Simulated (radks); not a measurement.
Question: Radial electron density D(r) = 4 pi r^2 rho(r) of an atom or ion with 57 electrons. Method: scalar-relativistic Kohn-Sham, exchange-only LDA, spin-polarised, spherical densities, finite nucleus; Fermi nuclear charge, rms radius of each element as measured or else 0.836 A^(1/3) + 0.57 fm; computed with a radial shooting solver on a logarithmic mesh with Libxc functionals.

```
   r/bohr * D(r) (the largest magnitude, 97.9, reaches the edge; | marks zero)
 0.003581 |          *
 0.004892 |                *
  0.00663 |                       *
 0.009057 |                               *
  0.01237 |                                      *
   0.0169 |                                         *
  0.02309 |                                       *
   0.0313 |                                    *
  0.04276 |                                      *
  0.05841 |                                                *
   0.0798 |                                                      *
    0.109 |                                              *
   0.1489 |                                       *
   0.2019 |                                              *
   0.2758 |                                       *
   0.3767 |                   *
   0.5147 |                 *
   0.7031 |                 *
   0.9606 |        *
    1.302 |    *
    1.779 |  *
     2.43 | *
    3.319 |*
    4.535 *
    6.195 *
    8.396 *
    11.47 *
```

What is the nuclear charge?

Answer: Z = 57. The innermost maximum, from 1s, lies near gamma/Z bohr with gamma = sqrt(1 - (Z/c)^2) = 0.909, here 0.016 bohr (found: 0.0175), and its height grows with Z. The density is that of neutral lanthanum in [Xe] 5d1.25 6s1.75; the configuration itself is not fixed sharply by these data, and Z only to a few units. D(r) has 4 maxima, at r = 0.0175, 0.0773, 0.219, 0.609 bohr, and minima at 0.0336, 0.144, 0.449 bohr, inside which lie 1.96, 11.16, 29.01 electrons.
